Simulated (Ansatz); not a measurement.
Gas-phase electronic energies from Ansatz, PBE0-D4/def2-TZVP geometries. CBS: MP2 limit from def2 TZ/QZ plus the TZ coupled-cluster correction, frozen cores. This one scheme is used for every species. Functionals use def2-TZVPP. B3LYP here is the variant with VWN-RPA as its local correlation; programs differ in this. HSE06 is defined as in plane-wave codes. For Br, Ge outer-core shells are correlated without core-valence functions, which leaves a few kJ/mol of doubt a bond. Scalar relativity is left out up to krypton.

`[F][GeH]` + HBr → `[GeH][Br]` + H–F  (ligand exchange at a Ge–F bond)

`[F][GeH]`:

```xyz
3

F     1.026    0.695   -0.465
Ge    0.149   -0.750    0.015
H    -1.175    0.055    0.450
```

HBr:

Z-matrix (Å, degrees):
```
Br
H 1 1.420
```

`[GeH][Br]`:

Cartesian coordinates in Å:
```
Ge 0.285 0.726 0.486
Br 0.460 -0.383 -1.566
H -0.745 -0.343 1.080
```

H–F:

Z-matrix (Å, degrees):
```
F
H 1 0.920
```

| level | ΔE (kJ/mol) | difference from CCSD(T)/CBS |
| --- | --- | --- |
| LDA (SPW92) | -31.3 | 2.2 |
| PBE-D4 | -32.0 | 1.5 |
| revPBE-D4 | -31.9 | 1.6 |
| BLYP-D4 | -23.6 | 9.9 |
| B97M-V | -18.0 | 15.5 |
| PBE0-D4 | -37.0 | -3.5 |
| B3LYP-D4 | -27.9 | 5.6 |
| r2SCANh-D4 | -31.0 | 2.5 |
| r2SCAN0-D4 | -34.6 | -1.1 |
| HSE06-D4 | -37.9 | -4.4 |
| BHLYP-D4 | -31.4 | 2.1 |
| CAM-B3LYP-D4 | -18.3 | 15.2 |
| ωB97X-V | -19.7 | 13.8 |
| ωB97M-V | -24.1 | 9.4 |
| B2PLYP | -25.2 | 8.3 |
| PBE-QIDH | -35.6 | -2.1 |
| PBE | -29.6 | 3.9 |
| revPBE | -28.9 | 4.6 |
| r2SCAN | -27.9 | 5.6 |
| PBE0 | -34.9 | -1.4 |
| B3LYP | -23.8 | 9.7 |
| r2SCANh | -30.5 | 3.0 |
| r2SCAN0 | -34.1 | -0.6 |
| BHLYP | -26.2 | 7.3 |
| CAM-B3LYP | -16.0 | 17.5 |
| LC-ωPBE | -17.8 | 15.7 |
| RPA@PBE/def2-TZVPP | -21.9 | 11.6 |
| HF/def2-SVP | -21.5 | 12.0 |
| CCSD/def2-SVP | -15.3 | 18.2 |
| CCSD(T)/def2-SVP | -15.4 | 18.1 |
| HF/def2-TZVPP | -26.1 | 7.4 |
| MP2/def2-TZVPP | -32.9 | 0.6 |
| SCS-MP2/def2-TZVPP | -25.8 | 7.7 |
| CCSD/def2-TZVPP | -27.4 | 6.1 |
| CCSD(T)/def2-TZVPP | -28.2 | 5.3 |
| HF/def2-QZVPP | -23.4 | 10.1 |
| MP2/def2-QZVPP | -35.0 | -1.5 |
| SCS-MP2/def2-QZVPP | -27.6 | 5.9 |
| MP2/CBS(def2) | -38.2 | -4.7 |
| CCSD/CBS(def2) | -32.7 | 0.8 |
| CCSD(T)/CBS | -33.5 | 0 |

Question: What do rigid-rotor, harmonic-oscillator terms from PBE0-D4/def2-TZVP frequencies (298.15 K, 1 bar) make of the CCSD(T)/CBS value? (Estimate.)

Answer: Ansatz gave: ΔZPE = +6.5 kJ/mol, ΔH = -26.2 kJ/mol, ΔS = -1 J/(mol·K), ΔG = -25.8 kJ/mol.

Largest T1 diagnostic among the species: 0.014.

At CCSD(T), def2-SVP lies +18.1 kJ/mol from the extrapolated value and def2-TZVPP +5.3 kJ/mol. Leaving LDA and LC-ωPBE aside and taking each functional with its dispersion term where it has one, the values spread over 19.9 kJ/mol, from HSE06-D4 to B97M-V. From PBE to PBE0 (25 % exact exchange), in def2-TZVPP and without D4, ΔE moves by −5.3 kJ/mol.
